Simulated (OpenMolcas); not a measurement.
P⁺: CASPT2 settings compared

| Property | Result |
| --- | --- |
| Program | OpenMolcas 26.06 |
| Basis | ANO-R1 [4s3p1d] |
| Scalar Hamiltonian | X2C, finite nucleus |
| Active space | 4 electrons in 4 orbitals (3s 3p) |
| State averaging | 2S+1 = 3 even, 3 roots; 2S+1 = 1 even, 6 roots kept (CI in the orbitals of an earlier block); 2S+1 = 5 odd, 1 root; 2S+1 = 3 odd, 9 roots kept (CI in the orbitals of an earlier block); 2S+1 = 1 odd, 5 roots kept (CI in the orbitals of an earlier block) |
| Spin-orbit coupling | RASSI with atomic mean-field integrals over the reference wave functions, term energies averaged over their components |

Methods on the same reference wave functions:
A. CASSCF
B. SS-CASPT2, IPEA 0.5 Eh, sigma2 regulariser 0.2 Eh (closed shells correlated: 2s 2p)
C. SS-CASPT2, IPEA 0.2 Eh, imaginary shift 0.4 Eh (closed shells correlated: 2s 2p)
D. SS-CASPT2, IPEA 0.75 Eh, imaginary shift 0.25 Eh (closed shells correlated: 2s 2p)

Energies in cm⁻¹ above 3s² 3p² ³P₀, the measured ground level; measured values from NIST Handbook of Basic Atomic Spectroscopic Data.

```csv
Level,A,B,C,D,Measured
3s² 3p² ³P₀,0.0,0.0,0.0,0.0,0.0
3s² 3p² ³P₁,153,153,153,153,165
3s² 3p² ³P₂,439,438,438,438,469
3s² 3p² ¹D₂,11611,9320,9870,9120,8882
3s² 3p² ¹S₀,20785,20730,21420,20440,21576
3s 3p³ ⁵S°₂,34672,39270,40080,38800,45697
3s 3p³ ³D°₂,74266,66350,67120,67690,65272
3s 3p³ ³D°₁,74269,66360,67120,67690,65251
3s 3p³ ³D°₃,74272,66360,67120,67690,65307
3s 3p³ ³P°₀,85797,80410,80970,81000,76823
3s 3p³ ³P°₁,85800,80410,80970,81000,76812
3s 3p³ ³P°₂,85804,80410,80980,81010,76764
```

Deviations, from unrounded energies. A percentage is the sum of absolute deviations over the sum of measured energies, with the sign that they share, or ± where signs differ.

| Against measurement | Levels | A | B | C | D |
| --- | --- | --- | --- | --- | --- |
| mean absolute deviation (cm-1) | 11 | 6200 | 2000 | 2300 | 2600 |
| fine structure of the ground term (%) | 2 | -6.6 | -6.7 | -6.8 | -6.7 |
| other terms of the ground configuration (%) | 2 | ±11.6 | ±4.2 | ±3.8 | ±4.5 |
| other configurations (%) | 7 | ±13.8 | ±4.3 | ±5.0 | ±5.7 |

B lies closest to measurement on these levels and A furthest from it. The largest miss of B in the table is 3s 3p³ ⁵S°₂, by -6400 cm-1. The ranking rests on the paired levels alone, and a cruder setting can come out closer through cancelling errors.

Among B to D the level of the table that moves most is 3s 3p³ ³D°₃, by 1300 cm-1 (lowest in B, highest in D). Moves below CASPT2's spread within the term are not significant.

From A to B the spin-free energies of the other terms of 3s² 3p² shown, above ³P, scale by factors of 0.80 to 1.00.

The lowest spin-free term lies below A's lowest term by 0.048 hartree in B, 0.055 hartree in C, 0.043 hartree in D.

CASPT2 does not keep the components of a term degenerate, so their means are used; among the terms shown or strongly mixed into the levels shown the widest spread is 270 cm-1 (3s 3p³ ³D°, B). Over all roots computed the reference weight is 0.91 to 0.99 in B, 0.93 to 0.99 in C, 0.94 to 0.99 in D; the roots of lowest weight are the least certain, and an intruder state may touch them. Terms from blocks run as CI alone lack orbitals of their own. Terms of s pⁿ other than that of highest spin mix with s² pⁿ⁻² d, which this space lacks; all of them can be thousands of cm-1 off, and some have no real level of that name. Without dynamic correlation excited terms often stand tens of per cent too high (terms of higher spin than the ground term too low), and those without a measured partner can miss by more than the paired ones (holds for A). Measured partners are found by configuration, term and J. A level has none where our copy of the source lacks it or the pairing is in doubt (some pairs that miss far off the trend of their configuration count as doubtful), and it then counts in no deviation. Only configurations of the active space appear. Levels that lie high or do not pair safely by name in every column are left out.

° marks odd parity.
